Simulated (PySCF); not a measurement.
Species: C7H10O2.
SMILES with atom numbers: `[CH2:1]=[CH:2][C@H:3]1[O:4][CH2:5][C:6]12[CH2:7][O:8][CH2:9]2`

NICS = −σ at a ghost point: NICS(0) at the centroid of the ring atoms, NICS(1) 1 Å to either side along the normal of their mean plane, zz for the tensor component along that normal. Level: GIAO PBE0/pcSseg-1 (PySCF, non-relativistic, gas phase) on the GFN2-xTB geometry, one conformer.

Ring bond lengths (Å), with Mayer bond orders in brackets: C3–O4 1.436 (0.90), O4–C5 1.426 (0.93), C5–C6 1.526 (0.98), C6–C3 1.544 (0.94); C6–C7 1.527 (1.00), C7–O8 1.428 (0.93), O8–C9 1.428 (0.93), C9–C6 1.528 (1.01).

**Question.** What do the NICS probes read (ppm)?

**Answer.** 
| ring | type | NICS(0) | NICS(1), two faces | NICS(1)zz, two faces | rms pucker (Å) | centre to ring atoms, mean (Å) |
| --- | --- | --- | --- | --- | --- | --- |
| C3–O4–C5–C6 | 4-membered ring with O; formal bonds all single | -0.9 | 0.6 / 0.5 | 4.0 / 4.4 | 0.00 | 1.05 |
| C6–C7–O8–C9 | 4-membered ring with O; formal bonds all single | -0.4 | 0.7 / 1.0 | 4.3 / 4.6 | 0.01 | 1.04 |

**Question.** What can be read from them?

**Answer.** 
- C3–O4–C5–C6: mean NICS(1)zz 4.2 ppm, deshielded. C3, C5, C6 have four or more neighbours, so the value isn't read as a sign of a π ring current.
- C6–C7–O8–C9: mean NICS(1)zz 4.5 ppm, deshielded. C6, C7, C9 have four or more neighbours; no verdict on aromaticity is drawn.

**Question.** What field does 9.4 T along the ring normal induce along that normal at the first NICS(1) probe listed for ring C3–O4–C5–C6, 1 Å off the ring?

**Answer.** NICSzz × B0 = 4.0 ppm × 9.4 T = 38 μT, along the applied field.

**Question.** List the ring angles and the Hirshfeld charges of the ring atoms.

**Answer.** 
- C3–O4–C5–C6: C3 90.5° (+0.043 e), O4 92.9° (-0.173 e), C5 91.6° (+0.001 e), C6 85.0° (+0.003 e); sum 360.0° against 360° for a flat convex ring.
- C6–C7–O8–C9: C6 84.9° (+0.003 e), C7 91.3° (+0.004 e), O8 92.5° (-0.180 e), C9 91.3° (0.000 e); sum 360.0° against 360° for a flat convex ring.

**Question.** How shielded are the nuclei of the rings and their hydrogens (means over atoms taken as equivalent)?

**Answer.** 
```json
{"atoms": "C3", "environment": "sp3 carbon bound to oxygen", "σ isotropic (ppm)": "93.8", "principal values of the symmetric part, first atom (ppm)": "76.1, 82.0, 123.4"}
{"atoms": "O4", "environment": "cyclic ether oxygen", "σ isotropic (ppm)": "302.2", "principal values of the symmetric part, first atom (ppm)": "246.8, 292.0, 367.7"}
{"atoms": "C5", "environment": "sp3 carbon bound to oxygen", "σ isotropic (ppm)": "106.0", "principal values of the symmetric part, first atom (ppm)": "82.6, 86.6, 148.9"}
{"atoms": "C6", "environment": "sp3 carbon at a ring junction", "σ isotropic (ppm)": "138.5", "principal values of the symmetric part, first atom (ppm)": "126.4, 140.5, 148.7"}
{"atoms": "C7", "environment": "sp3 carbon bound to oxygen", "σ isotropic (ppm)": "104.0", "principal values of the symmetric part, first atom (ppm)": "78.1, 85.3, 148.6"}
{"atoms": "O8", "environment": "cyclic ether oxygen", "σ isotropic (ppm)": "336.5", "principal values of the symmetric part, first atom (ppm)": "268.0, 363.4, 378.2"}
{"atoms": "C9", "environment": "sp3 carbon bound to oxygen", "σ isotropic (ppm)": "108.2", "principal values of the symmetric part, first atom (ppm)": "80.8, 88.2, 155.5"}
{"atoms": "H on C3", "environment": "methine hydrogen", "σ isotropic (ppm)": "26.75", "principal values of the symmetric part, first atom (ppm)": "24.4, 26.2, 29.7"}
{"atoms": "H on C5", "environment": "methylene hydrogen", "σ isotropic (ppm)": "26.95", "principal values of the symmetric part, first atom (ppm)": "23.9, 26.0, 31.0"}
{"atoms": "H on C5", "environment": "methylene hydrogen", "σ isotropic (ppm)": "26.91", "principal values of the symmetric part, first atom (ppm)": "23.9, 26.1, 30.8"}
{"atoms": "H on C7", "environment": "methylene hydrogen", "σ isotropic (ppm)": "26.89", "principal values of the symmetric part, first atom (ppm)": "23.8, 26.4, 30.5"}
{"atoms": "H on C7", "environment": "methylene hydrogen", "σ isotropic (ppm)": "26.90", "principal values of the symmetric part, first atom (ppm)": "24.2, 26.2, 30.3"}
{"atoms": "H on C9", "environment": "methylene hydrogen", "σ isotropic (ppm)": "27.21", "principal values of the symmetric part, first atom (ppm)": "24.0, 26.9, 30.8"}
{"atoms": "H on C9", "environment": "methylene hydrogen", "σ isotropic (ppm)": "26.73", "principal values of the symmetric part, first atom (ppm)": "23.7, 26.7, 29.7"}
```

The list is cut; further classes of hydrogen are left out.

On Arm Neoverse V1, one thread, no GPU (shared host), this took 40 s. This is the whole shielding run at PBE0/pcSseg-1, SCF included.

The values belong to the conformer `[CH2:1]=[CH:2][C@H:3]1[O:4][CH2:5][C:6]12[CH2:7][O:8][CH2:9]2`: C1–C2–C3–O4 148°.
